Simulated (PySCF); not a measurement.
## Spinor energies of Ag³⁵⁺ (silver, charge +35)

Start: [Ne] 3s2. Calculated with PySCF 2.14 in an uncontracted even-tempered set (18 s from 6.6 bohr⁻², ratio 2.4; 13 p from 8.6 bohr⁻², ratio 2.4; 4 d from 29 bohr⁻², ratio 2.6; 4 f from 43 bohr⁻², ratio 2.6): generalised Hartree-Fock with the X2C-1e Hamiltonian and a Gaussian nucleus; one run each with spin-orbit coupling (SO) switched off, then screened by Boettger's factors.

| spinor shell | electrons | ε, spin-free (eV) | ε, screened SO (eV) | weight of nominal j (screened SO) | rms radius, screened SO (bohr) |
| --- | --- | --- | --- | --- | --- |
| 1s1/2 | 2 | -27715.6 | -27714.3 | 1.000 | 0.0356 |
| 2s1/2 | 2 | -5811.3 | -5811.0 | 1.000 | 0.143 |
| 2p1/2 | 2 | -5422.1 | -5547.8 | 1.000 | 0.124 |
| 2p3/2 | 4 | -5422.1 | -5364.5 | 1.000 | 0.128 |
| 3s1/2 | 2 | -2296.2 | -2296.1 | 1.000 | 0.345 |

```json
{"quantity": "E (hartree)", "spin-free": "-4297.68507", "screened SO": "-4298.51092"}
{"quantity": "M_J", "spin-free": "0", "screened SO": "0"}
{"quantity": "⟨J²⟩", "spin-free": "0.000", "screened SO": "0.000"}
{"quantity": "⟨L²⟩", "spin-free": "0.000", "screened SO": "0.005"}
{"quantity": "⟨S²⟩", "spin-free": "0.000", "screened SO": "0.005"}
```

Breit and QED terms are absent; they matter most for the inner s and p1/2 levels.

Densities and radii are taken from the X2C orbitals without a picture-change correction, which distorts them close to the nucleus.

Without spin-orbit coupling the j labels of p, d and f shells carry no meaning; the spin-free column gives the mean over the occupied spinors of each nl shell.
